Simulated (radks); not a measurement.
Spherical jellium clusters: N electrons in a uniform positive sphere of charge N and radius rs N^(1/3), rs = 3.72 bohr. Calculated with a radial shooting solver with Libxc functionals: non-relativistic Kohn-Sham, LDA (Slater exchange, Perdew-Wang correlation), spin-polarised, spherical densities. Levels are named by radial order and angular momentum (1s, 1p, 1d, 2s, ...), and open shells are averaged over m.

N = 12, configuration 1s2 1p6 1d(up 4, down 0). This is the lowest configuration that the search found. Occupied and some empty levels:

level,occupation,eigenvalue (eV),<r> (bohr)
1s up,1,-5.4502,5.488
1s down,1,-5.0951,5.269
1p up,3,-4.2802,6.575
1p down,3,-3.8283,6.531
1d up,4,-2.8410,7.491
1d down,0,-2.3732,7.587
2s up,0,-2.2579,6.902
2s down,0,-2.0183,7.107
1f up,0,-1.2578,8.540
2p up,0,-0.88582,9.612
1f down,0,-0.83833,8.869
2p down,0,-0.68467,10.15

Energy (eV): total -20.6562, kinetic 24.247, external -539.42, Hartree 264.28, exchange-correlation -45.811, background 276.05.

Electron density:

r (bohr),n(r) (e/bohr^3)
0.280,0.002622
0.983,0.002831
1.69,0.003249
2.39,0.003816
3.09,0.004446
3.79,0.005023
4.50,0.005405
5.20,0.005457
5.90,0.005089
6.61,0.004317
7.31,0.003288
8.01,0.002235
8.71,0.001366
9.42,0.0007687
10.1,0.0004089
10.8,0.0002097
11.5,0.0001034
12.2,0.00005054
12.9,0.00002433
13.6,0.00001161
